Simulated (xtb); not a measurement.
LaF2, SMILES [La+]([F])[F], charge +1. All values are semi-empirical tight-binding results from xtb (GFN2-xTB unless named), good for trends rather than for accurate numbers. Geometry: GFN2-xTB. The multiplicity is an assumed one; other spin states were not compared. The isomer is the one that the SMILES or the coordinates give; other isomers of the formula were not compared.

Optimised geometry:

Bonded distances (Å): La1–F2 2.317, La1–F3 2.317. Bond angles (°): F2–La1–F3 82.2.
Charge +1, spin multiplicity 1.

For metal compounds this method's bond lengths and energies can be far off.

Computed properties:
```
Item                                            Value
-------------------------------------  --------------
point group as xtb finds it                       C2v
orbital gap                                   1.53 eV
zero-point energy                        0.9 kcal/mol
G − E(el) at 298.15 K (modified RRHO)  -17.3 kcal/mol
```

Q: Give the atomic charges and the Wiberg bond orders between heavy atoms. (Estimate from the structure and the level; the computed values follow.)

A: charges (e) La1 1.02, F2 -0.01, F3 -0.01. Bond orders La1–F2 0.98, La1–F3 0.98, F2–F3 0.43.
